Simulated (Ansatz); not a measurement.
Kohn–Sham single points on CH₆O₃Sn (`[CH3][Sn]([OH])([OH])[OH]`).

```yaml
crystal:
  periodic: [false, false, false]
  atoms:
    - {symbol: C, position_ang: [-1.623700, 0.828716, 0.155808]}
    - {symbol: Sn, position_ang: [0.247149, -0.128288, -0.021139]}
    - {symbol: O, position_ang: [0.622158, -1.326629, 1.483053]}
    - {symbol: O, position_ang: [1.738154, 1.140977, -0.094167]}
    - {symbol: O, position_ang: [0.381928, -1.224158, -1.639912]}
    - {symbol: H, position_ang: [-1.493872, 1.764478, 0.697485]}
    - {symbol: H, position_ang: [-2.014271, 1.028212, -0.840960]}
    - {symbol: H, position_ang: [-2.307578, 0.177885, 0.698679]}
    - {symbol: H, position_ang: [1.491550, -1.166244, 1.859573]}
    - {symbol: H, position_ang: [2.326572, 0.958982, -0.831713]}
    - {symbol: H, position_ang: [0.697213, -2.110931, -1.446106]}
basis:
  gaussian: {orbitals: def2-TZVPP}
hamiltonian: {xc: {name: PBE-QIDH}}
```

```sh
$ ansatz run in.yaml --threads 4 --pin off --events-out ev --progress --plain --max-ram 10444MiB
```

Shortened log:

```
Functional definition: PBE-QIDH
1731 factors; integrals over basis functions are off by at most 9.8e-4 eV
mean field evaluation 1: about -13076.6154 eV, gradient 7.5e1 eV
mean field evaluation 2: about -13076.7647 eV, gradient 7.5e1 eV
mean field evaluation 4: about -13086.0352 eV, gradient 4.8e0 eV
mean field evaluation 8: about -13086.1130 eV, gradient 2.6e-1 eV
mean field evaluation 16: about -13086.1134 eV, gradient 2.2e-4 eV
mean field -13086.11335595 eV, -480.9057957449 hartree, gradient 7.9e-6 eV, S^2 0.000000; 0 other end points of the search recorded, 0 dependent functions left out
8 core orbitals not correlated: weight in the atoms' cores, before any rotation towards them, 1.000 or more for the frozen orbitals, at most 0.000 for the correlated occupied ones
reference -13086.11337056 eV, -480.9057962820 hartree; 21, 21 occupied and 229, 229 virtual orbitals, 1731 factors
second order -37.67203900 eV of doubles, -0.00000000 eV of singles
Total energy: -13098.67071690 eV, -481.3672702481 hartree
```

Run time 27 s (4 threads of an Intel Xeon on a shared host); peak host memory 0.72 GiB.

Changing it to `hamiltonian: {xc: {name: CAM-B3LYP}, dispersion: d4}` (abridged; 14 s):

```
Functional definition: CAM-B3LYP
mean field evaluation 16: about -13109.6558 eV, gradient 3.1e-5 eV
mean field -13109.65578468 eV, -481.7709640433 hartree, gradient 3.1e-5 eV, S^2 0.000000
Total energy: -13109.84142545 eV, -481.7777862156 hartree
```

Changing it to `hamiltonian: {xc: {name: r2SCANh}, dispersion: d4}` (abridged; 14 s):

```
Functional definition: r2SCANh
mean field evaluation 16: about -13110.4074 eV, gradient 6.4e-5 eV
mean field -13110.40742753 eV, -481.7985864083 hartree, gradient 6.4e-5 eV, S^2 0.000000
Total energy: -13110.46398822 eV, -481.8006649756 hartree
```

Changing it to `hamiltonian: {xc: lda}` (abridged; 5.5 s):

```
Functional definition: SPW92
mean field evaluation 16: about -13048.8529 eV, gradient 1.2e-3 eV
mean field -13048.85287333 eV, -479.5364982648 hartree, gradient 4.2e-5 eV, S^2 0.000000
Total energy: -13048.85292575 eV, -479.5365001910 hartree
```

With the line `hamiltonian: {xc: {name: wB97M-V}}` and forces (abridged; 34 s):

```
Functional definition: wB97M-V
mean field evaluation 16: about -13108.8196 eV, gradient 1.2e-4 eV
mean field -13108.81959366 eV, -481.7402345899 hartree, gradient 2.8e-5 eV, S^2 0.000000
Total energy: -13108.81965823 eV, -481.7402369628 hartree
Atom 0 force     0.029845    -0.012425    -0.007081 eV/Å
Atom 1 force    -0.082164     0.036783     0.012718 eV/Å
Atom 2 force     0.056158     0.034662     0.001098 eV/Å
Atom 3 force     0.011418    -0.035432    -0.052951 eV/Å
Atom 4 force     0.017658    -0.041676     0.043449 eV/Å
Atom 5 force    -0.027081    -0.073430    -0.045323 eV/Å
Atom 6 force     0.015052    -0.005313     0.088555 eV/Å
Atom 7 force     0.048712     0.061375    -0.048030 eV/Å
Atom 8 force    -0.043344    -0.027060    -0.003433 eV/Å
Atom 9 force    -0.012577     0.024905     0.042451 eV/Å
Atom 10 force    -0.013677     0.037608    -0.031453 eV/Å
Dipole moment:    -0.064140     0.033229     0.005421 e Å
```

Changing it to `hamiltonian: {xc: hse06, dispersion: d4}` (abridged; 14 s):

```
Functional definition: HSE06
mean field evaluation 16: about -13104.4184 eV, gradient 3.8e-5 eV
mean field -13104.41837286 eV, -481.5784927090 hartree, gradient 3.8e-5 eV, S^2 0.000000
Total energy: -13104.58847761 eV, -481.5847439430 hartree
```

HSE06 is the plane-wave form, built on full-range PBE exchange.
